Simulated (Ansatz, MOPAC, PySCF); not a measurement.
Molecule: boron oxyfluoride, BOF (charge 0, singlet). SMILES: FB=O
Coordinates optimised at B3LYP-D3(BJ)/def2-TZVP (Ansatz, an electronic-structure program):
```
B
O 1 1.2071
F 1 1.2860 2 180.00
```
Charge 0, spin multiplicity 1.

Unscaled harmonic wavenumbers (cm⁻¹) in rising order, each level at the stationary point that it reaches from this structure (no distance between atoms moves by over 0.3 Å); the order of modes can differ between levels, and a negative number is imaginary. B3LYP-D3(BJ)/def2-TZVP (PySCF, at the structure above): 512, 512, 1022, 2128.

PM6 (MOPAC): 408, 408, 951, 2011. Zero-point energy 5.4 against 6.0 kcal/mol; where all levels lie over 400 cm⁻¹, the wavenumbers are on average 0.868 times those of B3LYP-D3(BJ)/def2-TZVP.

PM7 (MOPAC): 401, 401, 923, 1857. Zero-point energy 5.1 against 6.0 kcal/mol; where all levels lie over 400 cm⁻¹, the wavenumbers are on average 0.836 times those of B3LYP-D3(BJ)/def2-TZVP.

B3LYP/6-31G* (Ansatz): 486, 486, 1027, 2167. Zero-point energy 6.0 against 6.0 kcal/mol; where all levels lie over 400 cm⁻¹, the wavenumbers are on average 0.981 times those of B3LYP-D3(BJ)/def2-TZVP.
